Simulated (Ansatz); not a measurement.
This triplet is an excited state, 2.76 eV above the relaxed singlet at the level frozen-core CCSD(T)/cc-pVTZ // PBE0-D3(BJ)/def2-TZVP (Ansatz, an electronic-structure program).

Species: H2FNSi, SMILES `N[Si]F` (excited triplet) (charge 0, multiplicity 3).

Question: Give a relaxed geometry from PBE0-D3(BJ)/def2-TZVP run with Ansatz.

Answer: Several could match; the one computed here: the end point of this relaxation, one of several conformers (outside a Z-matrix the atoms follow the SMILES, hydrogens last).
Cartesian coordinates (Å) in one orientation:
```xyz
5

N     -0.655     0.029    -0.054
Si     0.912    -0.162     0.592
F      2.172     0.037    -0.395
H     -1.194     0.863     0.119
H     -1.235    -0.768    -0.262
```
